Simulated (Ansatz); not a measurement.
Reaction (formal exchange of groups at the Si–C bond): `N[SiH2]C[SiH2]N` + `C=N` → `N=C[SiH2]N` + `C[SiH2]N`

Program: Ansatz. Geometries: PBE0-D4/def2-TZVP. ΔE: electronic, gas phase. CCSD(T)/CBS adds triple-zeta CCSD(T) − MP2 to the extrapolated MP2 energy (def2 sets, frozen cores). This one scheme is used for every species. Functionals use def2-TZVPP. Each species was taken in one conformer, which may not be the lowest.

`N[SiH2]C[SiH2]N`:

Cartesian coordinates in Å:
```
N -1.966 -0.402 0.343
Si -1.199 0.802 -0.613
C 0.426 0.168 -1.286
Si 1.447 -0.719 0.000
N 1.059 -0.060 1.558
H -1.529 -0.648 1.219
H -2.970 -0.429 0.404
H -0.898 2.079 0.107
H -2.152 1.131 -1.710
H 0.994 1.009 -1.698
H 0.235 -0.528 -2.110
H 1.104 -2.163 0.076
H 2.896 -0.627 -0.358
H 1.395 -0.547 2.375
H 1.158 0.935 1.694
```

`C=N`:

Z-matrix (Å, degrees):
```
C
N 1 1.261
H 1 1.096 2 124.9
H 1 1.092 2 118.8 3 -180.0
H 2 1.021 1 111.0 3 -0.0
```

`N=C[SiH2]N`:

Cartesian coordinates in Å:
```
N -1.567 0.950 -0.279
C -0.496 1.092 0.389
Si 0.840 -0.248 0.308
N 0.477 -1.587 -0.697
H -2.202 1.740 -0.147
H -0.321 1.980 1.022
H 1.052 -0.728 1.701
H 2.081 0.406 -0.186
H -0.289 -2.183 -0.419
H 0.426 -1.422 -1.691
```

`C[SiH2]N`:

Cartesian coordinates in Å:
```
C 0.890 0.236 -1.053
Si 0.045 0.314 0.615
N -1.333 -0.694 0.822
H 1.750 0.912 -1.080
H 0.208 0.528 -1.856
H 1.250 -0.775 -1.266
H -0.403 1.715 0.848
H 1.031 -0.080 1.659
H -2.208 -0.467 0.378
H -1.230 -1.689 0.934
```

```
         level  ΔE (kJ/mol)
          PBE0         17.1
CCSD/CBS(def2)         20.9
```

Question: What does CCSD(T)/CBS give? (Estimate.)

Answer: Ansatz gave: +22.3 kJ/mol. The listed levels differ from it by -5.2, -1.4 kJ/mol.

Largest T1 diagnostic among the species: 0.012.

In def2-TZVPP, CCSD(T) changes the Hartree–Fock value by +12.2 kJ/mol (the triples alone add +1.4 kJ/mol) and MP2 by +14.2 kJ/mol. The D4 term adds +10.8 kJ/mol with B3LYP and +6.1 kJ/mol with PBE0; it sums over pairs of atoms, weighted by their polarisabilities, and B3LYP, whose exchange is more repulsive, gets the larger term.

B3LYP here is the variant with VWN-RPA as its local correlation; programs differ in this.
